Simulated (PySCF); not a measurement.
Spectrum to structure. Computed with PySCF, TDDFT CAM-B3LYP/def2-SVPD, vertical, gas phase, core orbitals frozen in the response. Geometries: GFN2-xTB, one conformer each.

| state | ν̃ (cm⁻¹) | f | main configurations (H = HOMO, L = LUMO) |
| --- | --- | --- | --- |
| S1 | 46810 | 0.0070 | H-1→L+1 (56%), H-1→L (19%), H-1→L+2 (14%) |
| S2 | 52600 | 0.0021 | H-3→L+2 (37%), H-3→L+1 (28%) |
| S3 | 53230 | 0.136 | H→L+1 (57%), H→L (23%) |
| S4 | 55620 | 0.0060 | H-3→L+3 (22%), H-4→L+2 (15%), H-4→L+1 (10%) |
| S5 | 55830 | 0.0033 | H→L (64%), H→L+1 (19%) |
| S6 | 56650 | 0.0025 | H-4→L+3 (37%), H-2→L+3 (15%) |
| S7 | 58760 | 0.0050 | H-1→L+7 (28%), H-1→L+6 (26%), H-1→L+8 (11%) |
| S8 | 58970 | 0.014 | H-2→L+1 (24%), H→L+7 (11%) |

Triplets computed (Tamm–Dancoff): 4.61, 4.82, 5.46 eV.

Orbital energies (eV): HOMO-3 -9.95, HOMO-2 -9.68, HOMO-1 -8.90, HOMO -8.62, LUMO 0.93, LUMO+1 1.05, LUMO+2 1.55.

Question: Which structure fits? All have the formula C6H7N3.
A. `C#CCN1N=NC=C1C`
B. `c1nn(CC#C)nc1C`
C. `C1=NC=C(C2CC2)N=N1`

Answer: A. Its S1 lies at 5.80 eV; the nearest of the others has S1 at 6.42 eV. S1 is HOMO-1→LUMO+1 (56%), HOMO-1→LUMO (19%), HOMO-1→LUMO+2 (14%). Löwdin shares by element: HOMO carbon 51% or more, nitrogen 30% or more (atoms not listed hold the other 18%); LUMO carbon 36% or more, hydrogen 13% or more (atoms not listed hold the other 50%). At the same level the other candidates give, for their lowest levels:
- `C#CCn1ncc(C)n1`: 6.42 eV (f 0.212); 6.47 eV (f 0.000); 6.49 eV (f 0.002); 6.92 eV (f 0.005); 7.04 eV (f 0.001); T1 4.80 eV; HOMO -8.73, LUMO 0.90 eV
- `c1ncc(C2CC2)nn1`: 3.20 eV (f 0.005); 4.15 eV (f 0.000); 5.17 eV (f 0.076); 5.50 eV (f 0.001); 6.11 eV (f 0.000); T1 2.50 eV; HOMO -8.25, LUMO -0.88 eV

Conformer computed: `[CH:1]#[C:2][CH2:3][n:4]1[n:5][n:6][cH:7][c:8]1[CH3:9]`: C2–C3–N4–N5 -113°.
